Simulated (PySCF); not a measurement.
Species: CF3CH2CF3, C3H2F6.
Cartesian coordinates in Å at the GFN2-xTB level; atoms count from 1:
```xyz
11
C3H2F6 angstrom
F      2.3059   -0.0499   -0.7414
C      1.1693    0.4769   -0.2663
F      1.4609    1.0242    0.9136
F      0.8264    1.4656   -1.0920
C      0.0992   -0.6063   -0.1659
C     -1.2324   -0.0856    0.3673
F     -1.7649    0.8570   -0.4106
F     -1.1328    0.4193    1.5970
F     -2.1214   -1.0862    0.4293
H      0.4607   -1.3891    0.5059
H     -0.0655   -1.0231   -1.1627
```

Computed geometry: GFN2-xTB, gas phase.

Take the most abundant isotopes and a rigid rotor. 

(1) What are A, B and C (cm⁻¹)?

(2) Classify the top.

(3) What does the inertial defect say?

(4) Give the other two planar moments, Paa and Pbb, and the rms extents of the mass along the axes.

(5) List the rotational levels J(Ka,Kc) to J = 5 (MHz).

## Answers

(1) Ia = 171.41, Ib = 473.87, Ic = 481.26 u·Å²; 505379 MHz·u·Å²/I gives 2948, 1066 and 1050 MHz, that is A = 0.09835, B = 0.03557, C = 0.03503 cm⁻¹.

(2) A near-prolate asymmetric top; Ray's κ = -0.983.

(3) Not planar: Δ = Ic − Ia − Ib = -164.02 u·Å². For a rigid frame Δ = −2 Σ m c², so Σ m c² = 82.01 u·Å² lies off the ab plane: 5.00 from hydrogen and 77.01 from heavier atoms. The atom farthest from that plane is 1.58 Å away.

(4) Paa = Σ m a² = (Ib + Ic − Ia)/2 = 391.86 and Pbb = Σ m b² = (Ia + Ic − Ib)/2 = 89.40 u·Å². With the mass M = 152.01 u, the rms extents √(P/M) along a, b and c are 1.61, 0.77, 0.73 Å.

(5) Above 0(0,0):
J = 1: 1(0,1) 2117, 1(1,1) 3998, 1(1,0) 4015
J = 2: 2(0,2) 6350, 2(1,2) 8215, 2(1,1) 8264, 2(2,1) 13910, 2(2,0) 13910
J = 3: 3(0,3) 12699, 3(1,3) 14541, 3(1,2) 14639, 3(2,2) 20260, 3(2,1) 20260, 3(3,1) 29710, 3(3,0) 29710
J = 4: 4(0,4) 21165, 4(1,4) 22974, 4(1,3) 23138, 4(2,3) 28726, 4(2,2) 28728, 4(3,2) 38177, 4(3,1) 38177, 4(4,1) 51407, 4(4,0) 51407
J = 5: 5(0,5) 31746, 5(1,5) 33516, 5(1,4) 33761, 5(2,4) 39309, 5(2,3) 39313, 5(3,3) 48760, 5(3,2) 48760, 5(4,2) 61991, 5(4,1) 61991, 5(5,1) 79001, 5(5,0) 79001

Whether it is a minimum is left open (no frequencies). No vibrational averaging or centrifugal distortion is included, and the geometry carries the error of its method.
